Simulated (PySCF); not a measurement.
All values below come from B3LYP-D3(BJ)/def2-TZVP (PySCF). Gas-phase values, no solvent. B3LYP has the VWN-RPA correlation part, as in Gaussian. Excitations are Tamm–Dancoff values on a coarser integration grid. The basis has no diffuse functions, so Rydberg states are missing or too high.

Reference species (SMILES): `NC1=CC1` (neutral, multiplicity 1).

- S1 oscillator strength: 0.005
- S1–T1 gap (TDA): 0.96 eV
- S1 excitation (TDA): 5.32 eV
- dipole moment: 2.05 D

After one change: the S1 oscillator strength is nearly the same; the S1–T1 gap (TDA) falls by 0.67 eV; the S1 excitation (TDA) drops by 0.06 eV; the dipole moment falls by 0.18 D.

**Question.** What was changed between the two runs? The new species is one of these.
A. `C1=CNC1`
B. `CC=C=N`
C. `CCC#N`
D. `C#CNC`

**Answer.** D, `C#CNC`
